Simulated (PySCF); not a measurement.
# r2SCAN on Pb²⁺ (lead, charge +2)

Configuration: [Xe] 4f14 5d10 6s1 6p1, high-spin 3P determinant (an excited configuration). Computed with PySCF 2.14 in x2c-TZVPPall with one added diffuse shell each of s, p, d, f type (12s8p7d4f, 99 functions), with the spin-free X2C one-electron Hamiltonian (Gaussian nucleus).

- Total energy: -20884.82 hartree
- One-electron energy: -28513.31 hartree
- Hartree (Coulomb) energy: 8023.08 hartree
- Exchange-correlation energy: -394.59 hartree
- ⟨S²⟩: 2.0028
- ⟨L²⟩: 2.012
- Sum of ⟨r⟩: 42.70 bohr
- Sum of ⟨r²⟩: 48.35 bohr²
- Traceless quadrupole moment −½Σ⟨3z² − r²⟩ along its main axis: -3.30 e·bohr²
- Langevin diamagnetic susceptibility: -38.3 ×10⁻⁶ cm³/mol
- Time after the integrals: of the order of 11 core-seconds

```tsv
shell	electrons	mean orbital energy (hartree)	spread (hartree)	rms radius, mean of both spins (bohr)
1s α	1	-3229.46546	0	0.0181
1s β	1	-3229.46299	0	0.0181
2s α	1	-579.18822	0	0.0730
2s β	1	-579.18809	0	0.0730
2p α	3	-499.44993	0.00106	0.0673
2p β	3	-499.44931	0.00229	0.0673
3s α	1	-140.03796	0	0.186
3s β	1	-140.03694	0	0.186
3p α	3	-116.95012	0.00449	0.189
3p β	3	-116.94901	0.00518	0.189
3d α	5	-92.17082	0.00396	0.173
3d β	5	-92.16992	0.00452	0.173
4s α	1	-32.49240	0	0.408
4s β	1	-32.49004	0	0.408
4p α	3	-24.84538	0.00890	0.435
4p β	3	-24.84281	0.01010	0.435
4d α	5	-15.62841	0.00872	0.463
4d β	5	-15.62543	0.01004	0.463
5s α	1	-6.06059	0	0.908
5s β	1	-6.05577	0	0.908
4f α	7	-5.61872	0.00933	0.497
4f β	7	-5.61550	0.01091	0.497
5p α	3	-3.93464	0.01711	1.04
5p β	3	-3.93030	0.02035	1.04
5d α	5	-1.48172	0.01772	1.38
5d β	5	-1.46055	0.02596	1.38
6s α	1	-1.09105	0	2.29
6p α	1	-0.70395	0	2.86
```

Spin-orbit coupling, absent here, splits the open shell strongly.

Densities and radii are taken from the X2C orbitals without a picture-change correction, which distorts them close to the nucleus.
